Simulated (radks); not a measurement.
The numbers below are computed, except where a source is named.
Problem. In VI, 44 electrons, occupied as [Kr] 4d8. Code: a radial shooting solver on a logarithmic mesh with Libxc functionals. Model: Dirac Kohn-Sham, PBE, spin-unpolarised, spherical densities, finite nucleus; open shells fill j = l - 1/2 first; Fermi nuclear charge, rms radius 4.6156 fm.

Spin-orbit splittings of the eigenvalues, e(l+1/2) - e(l-1/2), with zeta = 2 splitting/(2l+1) and mean radii in bohr:

| shell | occ. | splitting (eV) | zeta (eV) | <r> j=l-1/2 | <r> j=l+1/2 |
|---|---|---|---|---|---|
| 2p | 6 | 210.9 | 140.6 | 0.1085 | 0.1137 |
| 3p | 6 | ? | ? | 0.3393 | 0.3503 |
| 3d | 10 | 7.815 | 3.126 | 0.3220 | 0.3256 |
| 4p | 6 | 6.914 | 4.609 | 0.8848 | 0.9120 |
| 4d | 8 | 1.012 | 0.4049 | 1.067 | 1.078 |
| 5p | 0 | 1.188 | 0.7918 | 2.176 | 2.227 |

Estimate the 3p splitting.

Solution. 38.12 eV (zeta = 25.42 eV).
